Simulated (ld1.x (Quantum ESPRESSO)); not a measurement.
Before and after: TM potential for boron

| Quantity | Value |
| --- | --- |
| Element | boron |
| Generator | ld1.x (Quantum ESPRESSO) 7.5 |
| Type | norm-conserving Troullier–Martins (Kleinman–Bylander form) |
| Functional | LDA (PZ) |
| Relativity | non-relativistic |
| Frozen core | [He] |
| Valence charge | 3 |
| Reference configuration | 2s2 2p0 (charge +1) |
| Partial waves | 2p (bound, empty): rc 1.75 bohr; 3d channel at -0.15 Ry: rc 1.50 bohr; 2s (bound): rc 1.05 bohr |
| Local potential | the s channel |
| Core correction | a·sin(br)/r model core inside 0.80 bohr |

All-electron outer shells of the reference configuration (LDA (PZ), non-relativistic, ld1.x):

```
shell  level (eV)  outermost node (bohr)  outermost maximum (bohr)
   2s      -19.41                   0.46                      1.44
   2p      -13.46                      –                      1.39
```

Change: wave 2s (bound): rc 1.05 bohr becomes 2s (bound): rc 1.48 bohr.

Cutoffs: the cutoffs (Ry, on a coarse ladder) from which the occupation-weighted sum of valence levels, in a spherical-Bessel basis at the reference potential, stays within 10 and 1 mRy of its value at 400 Ry; they do not see the model core or the augmentation charge, which bear on the density cutoff. Errors are all-electron minus pseudo energies relative to the spin-unpolarised reference configuration.

Problem. How do hardness, ghosts and transferability respond?

Solution. The potential gets softer (50 Ry and 110 Ry → 21 Ry and 50 Ry); the errors of the 9 common tests hardly move; neither file shows a bound ghost. A larger radius leaves more room for a smooth pseudo-wave, so fewer plane waves are needed.

```csv
quantity,base,changed
"cutoff, loose",50 Ry,21 Ry
"cutoff, tight",110 Ry,50 Ry
bound ghosts,none,none
"error for 2s2 2p1, meV [ΔE -8.33 eV]",+10,+10
"error for 2s1 2p0, meV [ΔE 25.30 eV]",+22,+21
"error for 2s2 2p0.5, meV [ΔE -5.38 eV]",+4.3,+4.3
"error for 2s1 2p2, meV [ΔE -2.65 eV]",+21,+20
"error for 2s2 2p1.3, meV [ΔE -9.10 eV]",+12,+12
"error for 2s0 2p3, meV [ΔE 3.06 eV]",+42,+40
"error for 2s1 2p1, meV [ΔE 5.95 eV]",+7.3,+6.6
"error for 2s2 2p1 (spin-polarised), meV [ΔE -8.56 eV]",+18,+18
"error for 2s1 2p0 (spin-polarised), meV [ΔE 24.57 eV]",+25,+23
s: phases at 1.91 bohr within 0.05 rad from the reference energy up to (Ry; the scan ends near 5),3.3,3.3
p: phases at 1.91 bohr within 0.05 rad from the reference energy up to (Ry; the scan ends near 5),3.0,3.0
d: phases at 1.91 bohr within 0.05 rad from the reference energy up to (Ry; the scan ends near 5),to the end of the scan,to the end of the scan
```
